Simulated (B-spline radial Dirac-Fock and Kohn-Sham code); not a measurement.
Z = 20 (calcium), transition energy 365 keV. Calculated with a radial atomic solver, using a Dirac-Hartree-Slater potential of the neutral atom with a Latter tail (no hole, which puts coefficients of high multipoles low close above an edge), finite nucleus with surface currents. Subshells that would emit electrons below 1 keV are left out.

Task: A pure transition shows α(K) = 0.000406, L1/L2 = 191 and L1/L3 = 96.7. What is its multipolarity?
A. E1
B. M1
C. M3
D. M4
E. E3
F. E4
G. M2
H. E2

Result: A. For comparison, α(K), L1/L2, L1/L3 are E2 0.00179, 78.2, 61.9; E3 0.00685, 33.7, 35.0; E4 0.0251, 17.4, 20.7; M1 0.000520, 124, 196; M2 0.00200, 65.3, 138; M3 0.00741, 40.2, 61.3; M4 0.0272, 27.2, 30.4.
